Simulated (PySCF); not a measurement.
## How methods differ on the excitation energy of Li

Li [He] 2s1 (2S) → Li [He] 3d1 (2D), as a difference of total energies. Calculation: PySCF 2.14, in aug-cc-pCVTZ-DK with one added diffuse shell each of s, p, d, f type (8s7p5d3f, 75 functions); the spin-free X2C one-electron Hamiltonian (Gaussian nucleus). Correlated levels: valence and next inner shell: nothing frozen. The calculations carry no spin-orbit coupling.

```
                                method  excitation energy (eV)  error (eV)
                                   UHF                   3.888      +0.009
    MP2 (valence and next inner shell)                   3.919      +0.040
SCS-MP2 (valence and next inner shell)                   3.915      +0.036
   CCSD (valence and next inner shell)                   3.923      +0.044
CCSD(T) (valence and next inner shell)                   3.924      +0.045
```

Reference: 3.879 eV (measured; NIST levels, between the centres of gravity of the two terms).

Errors of the correlated levels include the incompleteness of this basis.
